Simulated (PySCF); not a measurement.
# A series of derivatives of CC(C)([SiH3])Cl

Parent skeleton `[CH3:1][C:2]([CH3:3])([SiH3:4])[Cl:5]`; one hydrogen on atom 1 is replaced by X. Hydrogens on one atom are averaged.

Calculated, not measured (PySCF 2.14): GFN2-xTB structure, shielding tensors at PBE0/pcSseg-1 (GIAO). Non-relativistic Hamiltonian, rapidly exchanging positions averaged, in vacuum, one conformer.

Shifts are taken against calculated references (same method and geometry level): ¹³C, ²⁹Si, ¹H vs TMS; HCl for ³⁵Cl.

Parent (X = H): C1 33.4, C2 57.1, C3 33.4, Si4 -49.7, Cl5 233.8, H(C1) 1.68, H(C3) 1.68, H(Si4) 4.04 ppm. Effects are Δδ = δ(X) − δ(H), positive for deshielding.

Known members:
```tsv
X	C1	C2	C3	Si4	Cl5	H(C1)	H(C3)	H(Si4)
OH	+44.3	+12.5	-6.9	-2.9	-40.5	+2.21	-0.10	-0.01
cBu	+25.3	+3.9	+0.8	-3.8	-20.4	+0.09	-0.02	-0.08
CH2OCH3	+12.1	+0.9	-3.5	-2.6	+15.4	+0.43	-0.03	-0.02
```

Four more derivatives gave (Δδ, ppm):
```
compound     C1    C2    C3   Si4    Cl5  H(C1)  H(C3)  H(Si4)
       1  +12.4  +4.2  -0.1  -4.7  -24.4  +0.39  +0.09   -0.03
       2  +19.9  +2.1  -0.8  +0.9   -9.6  +1.02  -0.01   +0.32
       3  +27.1  +1.0  -0.5  -2.1   -6.7  +1.04  -0.06   +0.33
       4  +18.5  +2.0  +0.6  -4.1  -25.9  +0.40  +0.03   -0.02
```

Q: Their substituents are CH2CN, CH2Cl, COCH3, COOCH3. Which is which?

A: 1: X = CH2CN (C[C@]([SiH3])(Cl)CCC#N); 2: X = COOCH3 (COC(=O)C[C@](C)([SiH3])Cl); 3: X = COCH3 (CC(=O)C[C@@](C)([SiH3])Cl); 4: X = CH2Cl (C[C@]([SiH3])(Cl)CCCl).
